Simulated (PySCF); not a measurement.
# Computed records: AlBGeH5O, AlGeH4O, AlGeH3O

Calculation on a computer-drawn molecule: the log of a Hartree-Fock and frozen-core CCSD(T) single point meant for a local Hartree-Fock minimum, with one planted fault or none, to be diagnosed. Offsets are logged minus clean, where the clean run is the same molecule without the fault. The reference is restricted for singlets and unrestricted otherwise, and also for a bond in bohr or an excited solution. Adding or removing an electron swaps singlet and doublet. The excited solution moves the top pair (singlet) or top alpha electron (doublet) to the lowest empty orbital. Highest occupied and lowest empty are orbital energies over both spins, largest force is the largest gradient component, triples share is (T) over the correlation energy, the T1 limit is 0.02 restricted and 0.045 unrestricted, electrons count all cores, a negative frequency is imaginary (commonest isotopes), and the dipole is about the centre of nuclear charge; on germanium a core potential holds 10 electrons, which the energies leave out, and 3d is frozen in MP2 and coupled-cluster steps. Program: PySCF 2.14.0.

Common to all runs: meant multiplicity 1; meant basis cc-pV(D+d)Z; meant basis and core potential on germanium cc-pVDZ-PP ECP10MDF; logged SCF converged yes; logged CC converged yes; logged SCF stable within its kind yes; possible faults no fault, one electron removed, one electron added, multiplicity raised by two, geometry at a saddle point, SCF held on an excited solution, minimal basis STO-3G, one bond length entered in bohr, all coordinates scaled.

(1) AlBGeH5O

Logged structure:
```xyz
9
AlBGeH5O
Al    -2.4329    -0.1352     0.0000
O     -0.6528    -0.0694     0.0000
B      0.3776     0.7130     0.0000
Ge     2.2856    -0.3857     0.0000
H     -2.9733    -1.5926     0.0000
H     -3.1225     1.2614     0.0000
H      0.4645     1.9008     0.0000
H      3.6874     0.2167     0.0000
H      2.3664    -1.9090     0.0000
```

```
meant charge                         : 1
logged electrons                     : 62
logged basis functions               : 99
logged spin squared                  : 0
logged highest occupied              : -15.352 eV
logged lowest empty                  : -5.5578 eV
logged largest force                 : 3.389e-05 hartree/bohr
logged lowest frequency              : -98.681 cm⁻¹
logged T1 diagnostic                 : 0.015588
logged D1 diagnostic                 : 0.051876
logged triples share                 : 0.02468
logged dipole magnitude              : 1.6873 debye
logged energy HF                     : -637.56901 hartree
logged energy CCSD(T)                : -638.02501 hartree
planted fault                        : geometry at a saddle point
HF energy offset from clean run      : 1.328 kcal/mol
CCSD(T) energy offset from clean run : 1.588 kcal/mol
```

Drawn bonds:
```tsv
atom	other atom	order
1	2	1
2	3	1
3	4	1
1	5	1
1	6	1
3	7	1
4	8	1
4	9	1
```

(2) AlGeH4O

Logged structure:
```xyz
7
AlGeH4O
Al     1.7509     0.0095     0.0000
O     -0.0219    -0.0010     0.0000
Ge    -1.6888    -0.0094     0.0000
H      2.3760    -1.4153     0.0000
H      2.3585     1.4419     0.0000
H     -2.3807    -1.3492     0.0000
H     -2.3940     1.3235     0.0000
```

```
meant charge                         : 1
logged electrons                     : 56
logged basis functions               : 80
logged spin squared                  : 0
logged highest occupied              : -15.696 eV
logged lowest empty                  : -5.0615 eV
logged largest force                 : 2.086e-05 hartree/bohr
logged lowest frequency              : -117.01 cm⁻¹
logged T1 diagnostic                 : 0.01852
logged D1 diagnostic                 : 0.061032
logged triples share                 : 0.023088
logged dipole magnitude              : 3.0492 debye
logged energy HF                     : -612.27302 hartree
logged energy CCSD(T)                : -612.63931 hartree
planted fault                        : geometry at a saddle point
HF energy offset from clean run      : 1.108 kcal/mol
CCSD(T) energy offset from clean run : 1.938 kcal/mol
```

Drawn bonds:
```tsv
atom	other atom	order
1	2	1
2	3	1
1	4	1
1	5	1
3	6	1
3	7	1
```

(3) AlGeH3O

Logged structure:
```xyz
6
AlGeH3O
Al     0.2713     0.3377     0.6386
O     -0.1929     0.6378    -0.9495
Ge    -0.6764     0.9524    -2.6253
H      0.4052    -1.1558     1.1239
H      0.5701     1.5596     1.5882
H     -2.2551     0.9945    -2.3573
```

```
meant charge                         : 0
logged electrons                     : 57
logged basis functions               : 75
logged spin squared                  : 0.765
logged highest occupied              : -0.39945 eV
logged lowest empty                  : 5.4947 eV
logged largest force                 : 0.078178 hartree/bohr
logged T1 diagnostic                 : 0.022332
logged D1 diagnostic                 : 0.071862
logged triples share                 : 0.025005
logged dipole magnitude              : 3.5692 debye
logged energy HF                     : -611.94256 hartree
logged energy CCSD(T)                : -612.32047 hartree
planted fault                        : one electron added
HF energy offset from clean run      : 6.918 kcal/mol
CCSD(T) energy offset from clean run : 2.099 kcal/mol
```

Drawn bonds:
```tsv
atom	other atom	order
1	2	1
2	3	1
1	4	1
1	5	1
3	6	1
```
